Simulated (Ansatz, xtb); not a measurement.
**Two isomers of C3H9NSi2**

Structure X: `C#C[SiH2]N[SiH2]C`, a singlet. Structure Y: `C#C[SiH2]N(C)[SiH3]`, a singlet. Both are isolated molecules in the gas phase, relaxed with B3LYP-D3(BJ)/def2-SVP, each in the lowest conformer that the search found.

Question: Which of the two would you expect CCSD(T)/def2-SVP + ΔMP2/def2-TZVPP electronic energies to favour?

Answer: Structure X; the calculation gives E(Y) − E(X) = +19.5 kcal/mol.

Level by level:

```json
{"level": "GFN2-xTB", "geometry": "GFN2-xTB", "E(Y) − E(X) (kcal/mol)": "−2.4", "departure from the last row (kcal/mol)": "−22.0", "job, with rough time for the two": "optimisation, 4 s"}
{"level": "HF/STO-3G", "geometry": "GFN2-xTB", "E(Y) − E(X) (kcal/mol)": "+14.4", "departure from the last row (kcal/mol)": "−5.1", "job, with rough time for the two": "single point, 3.8 s"}
{"level": "r2SCAN-D4/def2-SVP", "geometry": "GFN2-xTB", "E(Y) − E(X) (kcal/mol)": "+18.9", "departure from the last row (kcal/mol)": "−0.6", "job, with rough time for the two": "single point, 20 s"}
{"level": "B3LYP-D3(BJ)/def2-SVP", "geometry": "B3LYP-D3(BJ)/def2-SVP", "E(Y) − E(X) (kcal/mol)": "+17.2", "departure from the last row (kcal/mol)": "−2.3", "job, with rough time for the two": "optimisation, 4.6 min"}
{"level": "HF/def2-SVP", "geometry": "B3LYP-D3(BJ)/def2-SVP", "E(Y) − E(X) (kcal/mol)": "+17.4", "departure from the last row (kcal/mol)": "−2.2", "job, with rough time for the two": "part of the CCSD(T) run"}
{"level": "MP2/def2-SVP", "geometry": "B3LYP-D3(BJ)/def2-SVP", "E(Y) − E(X) (kcal/mol)": "+17.1", "departure from the last row (kcal/mol)": "−2.5", "job, with rough time for the two": "part of the CCSD(T) run"}
{"level": "CCSD(T)/def2-SVP", "geometry": "B3LYP-D3(BJ)/def2-SVP", "E(Y) − E(X) (kcal/mol)": "+15.8", "departure from the last row (kcal/mol)": "−3.7", "job, with rough time for the two": "single point"}
{"level": "CCSD(T)/def2-SVP + ΔMP2/def2-TZVPP", "geometry": "B3LYP-D3(BJ)/def2-SVP", "E(Y) − E(X) (kcal/mol)": "+19.5", "departure from the last row (kcal/mol)": "", "job, with rough time for the two": "single point, 3.9 min"}
```

As drawn, Y has 1 C–N, 1 Si–H in place of 1 C–Si, 1 N–H.

GFN2-xTB puts the two in the other order. The largest departure from CCSD(T)/def2-SVP + ΔMP2/def2-TZVPP is that of GFN2-xTB, 22.0 kcal/mol. The last row adds to CCSD(T) the change of the MP2 difference between the two basis sets, here +3.7 kcal/mol, a large step that makes the value less sure.

With thermal terms from frequencies at re-optimised GFN2-xTB minima (ideal gas, soft modes damped towards free rotors, one conformer each, 298.15 K, 1 atm): the zero-point term adds −0.8 kcal/mol; ΔH is +18.6 and ΔG +19.0 kcal/mol.

The correlated steps freeze 14 core orbitals. Codes used: Ansatz 0.2.0, xtb 6.7.1; the last row on 2 threads of AMD EPYC (Zen 3) on a shared host.
